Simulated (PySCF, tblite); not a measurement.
**Question.** Give a GFN2-xTB geometry of `C=CCNN(C)CC=C`.

**Answer.** 
```
atom  x, y, z in Å
C1     2.9840   -0.1794    1.9202
C2     2.5638    0.0809    0.6969
C3     1.3203   -0.4915    0.0930
N4     0.5266    0.5879   -0.4706
N5    -0.5296    0.1398   -1.2942
C6    -0.6839    1.0624   -2.4034
C7    -1.7891   -0.0624   -0.5838
C8    -1.7319   -1.2330    0.3456
C9    -2.0628   -1.1864    1.6230
H10    3.8878    0.2493    2.3185
H11    2.4436   -0.8456    2.5737
H12    3.1088    0.7558    0.0521
H13    0.7789   -1.0922    0.8395
H14    1.5859   -1.1433   -0.7460
H15    0.1960    1.2143    0.2684
H16   -1.0899    2.0363   -2.0939
H17   -1.3481    0.6202   -3.1440
H18    0.2958    1.2182   -2.8483
H19   -2.0888    0.8471   -0.0295
H20   -2.5519   -0.2641   -1.3432
H21   -1.4038   -2.1562   -0.1120
H22   -2.3896   -0.2727    2.0933
H23   -2.0268   -2.0575    2.2547
```

Any rigid rotation of these coordinates is as good. Atoms count from 1 in this order. N5 (hydrazine nitrogen) is pyramidal (angles 113.9°, 111.6° and 108.9°, sum 334.4°, 0.43 Å off the plane of its three neighbours). The C–C distances run from 1.319 Å (C1=C2, drawn double) to 1.496 Å (C2–C3, drawn single), a spread of 0.177 Å. N4 (hydrazine nitrogen) is pyramidal (angles 113.5°, 111.9° and 110.5°, sum 336.0°, 0.37 Å off the plane of its three neighbours). Of the pairs four or more bonds apart, C8···H13 is among the closest relative to their van der Waals radii: 2.56 Å, 88 % of the sum of Bondi's values.

Bonds between heavy atoms (Å): C1=C2 1.319, C2–C3 1.496, C3–N4 1.454, N4–N5 1.412, N5–C6 1.451, N5–C7 1.460, C7–C8 1.496, C8=C9 1.320.

Structure optimised with GFN2-xTB, isolated species.

Point group: C1 (no symmetry element, even within 0.4 Å). Its GFN2-xTB frequencies are all real (lowest 37 cm⁻¹). The numbers are those of one conformer (C1–C2–C3–N4 129°, C2–C3–N4–N5 168°, C3–N4–N5–C6 -144°, N4–N5–C7–C8 -70°, N5–C7–C8–C9 128°). 3 starts were optimised and ended at 0.00, 1.33 and 1.80 kcal/mol (GFN2-xTB); the lowest of these is shown.

These are computed values.
